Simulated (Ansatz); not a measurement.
Compare A (`COC[SiH2]F`) with its isomer B (`OCC(F)[SiH3]`).

Isolated molecules relaxed with PBE0-D4/def2-TZVP in Ansatz; ΔE leaves out vibrations. CCSD(T)/CBS is the MP2 limit (def2-TZVPP, def2-QZVPP) plus CCSD(T) − MP2 in def2-TZVPP, frozen cores. DFT in def2-TZVPP. B3LYP here is the variant with VWN-RPA as its local correlation; programs differ in this. Each species was taken in one conformer, which may not be the lowest.

(1) Which is lower in electronic energy at CCSD(T)/CBS, and by how much? (Estimate.)

(2) Give E(B) − E(A) in kcal/mol with r2SCAN-D4, MP2/def2-TZVPP, HF/def2-TZVPP, B2PLYP, PBE-D4, B3LYP-D4, PBE0-D4. (An estimate is asked.)

Largest T1 diagnostic: 0.012.

Results:

(1) The calculation gave: A, by 37.9 kcal/mol.

(2) The calculation gave: r2SCAN-D4 36.9, MP2/def2-TZVPP 39.2, HF/def2-TZVPP 39.7, B2PLYP 38.5, PBE-D4 34.6, B3LYP-D4 37.5, PBE0-D4 35.6. None reverses the order clearly.

From PBE to PBE0 (25 % exact exchange), in def2-TZVPP and without D4, E(B) − E(A) moves by +0.9 kcal/mol.
